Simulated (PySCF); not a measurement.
Isomers C7H6NP:

A. SMILES c1pcc(C)c(C#N)c1
B. `c1pccc(C)c1C#N`
C. `Cc1pcccc1C#N`
D. `C=C=Pc1cccnc1`

Spectrum 1. $^{1}$H NMR (400 MHz, computed): δ 9.62 (m, 1H), 9.33 (m, 1H), 8.18 (m, 1H), 2.85 (s, 3H). $^{13}$C{$^{1}$H} NMR (computed): δ 172.1 (CH), 169.3 (CH), 149.7 (C), 140.3 (CH), 123.7 (C), 123.1 (C), 26.5 (CH3).

Spectrum 2. $^{1}$H NMR (400 MHz, computed): δ 9.49 (m, 1H), 8.84 (d, 1H), 8.00 (m, 1H), 7.40 (m, 1H), 6.43 (m, 2H). $^{13}$C{$^{1}$H} NMR (computed): δ 267.4 (C), 157.8 (CH), 155.5 (CH), 146.7 (CH), 134.6 (C), 128.4 (CH), 106.3 (CH2).

Spectrum 3. $^{1}$H NMR (400 MHz, computed): δ 9.20 (m, 1H), 9.18 (m, 1H), 8.40 (m, 1H), 2.88 (s, 3H). $^{13}$C{$^{1}$H} NMR (computed): δ 165.0 (CH), 162.3 (CH), 152.6 (C), 144.0 (CH), 124.6 (C), 117.4 (C), 28.5 (CH3).

Spectrum 4. $^{1}$H NMR (400 MHz, computed): δ 9.27 (m, 1H), 8.11 (m, 1H), 8.10 (m, 1H), 3.15 (m, 3H). $^{13}$C{$^{1}$H} NMR (computed): δ 186.3 (C), 169.8 (CH), 140.7 (CH), 136.3 (CH), 123.2 (C), 122.6 (C), 28.2 (CH3).

Computational details: shielding tensors at PBE0/pcSseg-1 (GIAO), structure optimised with GFN2-xTB, in PySCF (averaged over atoms made equivalent by symmetry, fast rotation or ring inversion, in vacuum, one conformer, non-relativistic Hamiltonian).

Shifts are taken against calculated references (same method and geometry level): TMS for $^{1}$H (31.72 ppm), $^{13}$C (186.93 ppm). Splittings of carbon signals by F and P are missing where no couplings were computed. Where no couplings were computed, multiplicities follow the n + 1 count of equivalent neighbours, and m marks all less simple cases (inequivalent or close neighbours, rings, F or P nearby). Shifts are as computed. Against solution values, carbons near 30 ppm lie about +3 ppm off and those near 130 ppm about +5 ppm. Of 1211 compounds with measured shifts, 218 miss one by over three times the rms of a fit or turn the order of signals round; such compounds aren't used in these exercises.

Which spectrum belongs to which compound?

Results:

1–B, 2–D, 3–A, 4–C.

- Spectrum 1 (B): 7 $^{13}$C signals; δC 123.7 is a nitrile carbon; δC 26.5 is a methyl carbon on an aromatic ring.
- Spectrum 2 (D): 7 $^{13}$C signals; δC 157.8 is an aromatic CH next to a ring nitrogen; δC 155.5 is an aromatic CH next to a ring nitrogen.
- Spectrum 3 (A): 7 $^{13}$C signals; δC 124.6 is a nitrile carbon; δC 28.5 is a methyl carbon on an aromatic ring.
- Spectrum 4 (C): 7 $^{13}$C signals; δC 136.3 is an aromatic CH; δC 123.2 is a nitrile carbon.
